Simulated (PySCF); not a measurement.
# Structure from NMR data

An unknown has the formula C6H12O. Its calculated NMR data are:

$^{1}$H NMR (400 MHz, computed): δ 3.36 (m, 1H), 2.19 (m, 2H), 1.82 (m, 2H), 1.65 (m, 1H), 1.27 (m, 2H), 1.00 (m, 1H), 0.79 (m, 2H), -0.12 (br s, 1H).

$^{13}$C{$^{1}$H} NMR (computed): δ 75.1 (CH), 41.9 (CH2, 2C), 29.9 (CH2), 29.4 (CH2, 2C).

Calculated, not measured (PySCF): geometry: GFN2-xTB, GIAO PBE0/pcSseg-1 shieldings. A single conformation, non-relativistic, gas phase, averaged over atoms made equivalent by symmetry, fast rotation or ring inversion.

Chemical shifts δ = σref − σ; TMS for $^{1}$H (σref 31.72), $^{13}$C (σref 186.93), all at this level.

Task: Propose a structure and justify it.

Result: 
1. The formula gives 1 degree of unsaturation (1 ring in the answer).
2. 4 carbon signals for 6 carbons: some carbons are equivalent by symmetry or fast rotation.
3. Carbon types of the structure: 1 × CH, 5 × CH2, leaving 1 H on heteroatoms.
4. δC 75.1: sp3 CH bonded to O; the inductive effect lowers its shielding.
5. δC 41.9, 29.9, 29.4: sp3 CH2 in a ring; aliphatic region, no heteroatom directly attached.
6. δH 3.36: hydrogen on an sp3 CH bonded to O; its carbon carries O, hence the downfield position.
7. δH 2.19, 1.82, 1.65, 1.27, 1.00, 0.79: hydrogen on an sp3 CH2 in a ring.
8. δH -0.12: hydrogen on an alcohol oxygen; exchangeable, gas-phase position.

The compound is SMILES OC1CCCCC1.

The shifts were computed for this structure.

Exchangeable OH/NH protons stand at their gas-phase positions; hydrogen bonding in a real sample shifts them, mostly to higher δ. Shifts are as computed. Against solution values, carbons near 30 ppm lie about +3 ppm off and those near 130 ppm about +5 ppm. Of 246 compounds with measured shifts, 49 miss one by over three times the rms of a fit or turn the order of signals round; such compounds aren't used in these exercises. Multiplicities follow the n + 1 count of equivalent neighbours, as no J values were calculated; m marks all less simple cases, F and P coupling included.
